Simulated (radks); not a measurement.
Values are calculated unless marked as measured or tabulated.
How relativity changes the ionisation of the indium ion In+ ([Kr] 4d10 5s2) to In2+ ([Kr] 4d10 5s1). Spin-unpolarised spherical Kohn-Sham, BLYP, point nucleus unless stated (finite: rms radius 4.6156 fm), a radial shooting solver on a logarithmic mesh with Libxc functionals. A level marked "c x" has the speed of light scaled by that factor.

[
 {"level": "non-rel.", "E(In+) (hartree)": "-5742.46703", "E(In2+) (hartree)": "-5741.78827", "IE (eV)": "18.470", "HOMO": "5s", "<r> HOMO (bohr)": "2.581"},
 {"level": "scalar-rel.", "E(In+) (hartree)": "-5882.05286", "E(In2+) (hartree)": "-5881.34277", "IE (eV)": "19.322", "HOMO": "5s", "<r> HOMO (bohr)": "2.486"},
 {"level": "scalar-rel., finite nucleus", "E(In+) (hartree)": "-5881.91088", "E(In2+) (hartree)": "-5881.20081", "IE (eV)": "19.322", "HOMO": "5s", "<r> HOMO (bohr)": "2.487"},
 {"level": "Dirac", "E(In+) (hartree)": "-5883.63241", "E(In2+) (hartree)": "-5882.92231", "IE (eV)": "19.323", "HOMO": "5s1/2", "<r> HOMO (bohr)": "2.487"},
 {"level": "Dirac, finite nucleus", "E(In+) (hartree)": "-5883.49003", "E(In2+) (hartree)": "-5882.77995", "IE (eV)": "19.322", "HOMO": "5s1/2", "<r> HOMO (bohr)": "2.487"},
 {"level": "Dirac, c x 1.25", "E(In+) (hartree)": "-5830.70142", "E(In2+) (hartree)": "-5830.00333", "IE (eV)": "18.996", "HOMO": "5s1/2", "<r> HOMO (bohr)": "2.522"},
 {"level": "Dirac, c x 1.5", "E(In+) (hartree)": "-5802.98159", "E(In2+) (hartree)": "-5802.28965", "IE (eV)": "18.828", "HOMO": "5s1/2", "<r> HOMO (bohr)": "2.540"},
 {"level": "Dirac, c x 3", "E(In+) (hartree)": "-5757.28594", "E(In2+) (hartree)": "-5756.60399", "IE (eV)": "18.557", "HOMO": "5s1/2", "<r> HOMO (bohr)": "2.571"}
]

NIST Atomic Spectra Database: 18.870 eV (measured). The relativistic part of the total energy of In+ is -141 hartree (Dirac, finite nucleus), 2.5 % of the non-relativistic value. Spin polarisation and multiplet splitting of open shells are left out at every level.

Beside tabulated values, note that relativity, absent from the non-relativistic runs, is large for the heavy elements, and spin-unpolarised runs miss the spin-polarisation part of the exchange energy of open shells.
